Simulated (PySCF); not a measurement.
Below is a simulated gas-phase C 1s photoelectron spectrum of `C/C=C\N(C=O)B(C)C`.

Every computed line was given a Gaussian of 0.8 eV full width at half maximum and an area set by the number of equivalent atoms; the highest printed point is 100. Theory: delta-SCF UKS SCAN, pcX-2 on the ionised atom, pcseg-1 elsewhere, spin-free X2C in PySCF.

```csv
binding energy (eV),intensity
288.9,0
289.0,1
289.1,1
289.2,3
289.3,6
289.4,12
289.5,20
289.6,31
289.7,45
289.8,61
289.9,76
290.0,88
290.1,96
290.2,100
290.3,100
290.4,97
290.5,92
290.6,87
290.7,81
290.8,75
290.9,68
291.0,59
291.1,49
291.2,38
291.3,28
291.4,19
291.5,12
291.6,7
291.7,4
291.8,2
291.9,1
292.0,0
292.1,0
292.2,0
292.3,0
292.4,0
292.5,0
292.6,1
292.7,2
292.8,4
292.9,7
293.0,11
293.1,16
293.2,22
293.3,27
293.4,31
293.5,32
293.6,31
293.7,27
293.8,21
293.9,16
294.0,11
294.1,7
294.2,4
294.3,2
294.4,1
294.5,0
294.6,0
```

Task: Count the maxima, the lines and the sites behind this envelope.

Result: The curve has 2 maxima (at 290.2 and 293.5 eV). Under it lie 5 lines from 5 inequivalent carbon sites. At this width some lines have no maximum of their own.

Task: Decompose the envelope and assign each component. Numbering: `[CH3:1]/[CH:2]=[CH:3]\[N:4]([CH:5]=[O:6])[B:7]([CH3:8])[CH3:9]`.

Result: 
| position (eV) | relative area | line | atoms | environment |
| --- | --- | --- | --- | --- |
| 290.04 | 2 | C 1s | C8/C9 | sp3 carbon bound to boron |
| 290.33 | 1 | C 1s | C2 | alkene CH carbon |
| 290.69 | 1 | C 1s | C1 | allylic carbon |
| 290.99 | 1 | C 1s | C3 | vinylic carbon bearing nitrogen |
| 293.50 | 1 | C 1s | C5 | amide carbonyl carbon |

Task: What are the centre and the root-mean-square width of the whole band?

Result: The area-weighted mean of the lines is 290.93 eV. Their own spread about it is 1.20 eV (rms) and each Gaussian has σ = 0.8/2.355 = 0.34 eV; the variances add, which gives 1.25 eV.

Lowest listed C 1s: C8/C9, bonded to 3 H and B. Highest, 3.46 eV above it: C5, bonded to O (double bond), N and H. The widest gap between neighbouring values is 2.51 eV, between 290.99 and 293.50 eV.

The curve has no shake-up lines and no vibrational structure. One atom of each set of topologically equivalent atoms was ionised and stands for the set; in this conformer not all members are related by symmetry, and their own values weren't computed. The structure is a single PBE0-D3(BJ)/def2-SVP conformer in the gas phase; no vibrational or solvent corrections.

The values belong to the conformer `[CH3:1]/[CH:2]=[CH:3]\[N:4]([CH:5]=[O:6])[B:7]([CH3:8])[CH3:9]`: C2–C3–N4–C5 61°, C3–N4–C5–O6 -1°, C3–N4–B7–C8 2°.
